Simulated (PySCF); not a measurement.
C₃H₉ClOSi, SMILES OCCC[SiH2]Cl.

Geometry: ωB97X-D3(BJ)/def2-SVP. The structure was generated by enumeration, and PubChem lists no compound with its InChIKey, so it may never have been made. Other conformers were not sampled.

Level of theory: PBE/def2-TZVP (PySCF).

The molecule is in vacuum.

| Item | Result |
|---|---|
| total energy | -944.20679 hartree |
| highest occupied level | -6.49 eV |
| lowest empty level | -0.67 eV |
| orbital gap | 5.81 eV |
| dipole moment | 3.12 D |
| quadrupole, principal values (traceless, Buckingham form, about the centre of nuclear charge) | -6.83, 0.23, 6.60 D·Å |
| mean static polarisability | 80.7 bohr³ (11.96 Å³) |
| polarisability, principal values | 70.8, 73.4, 97.9 bohr³ |
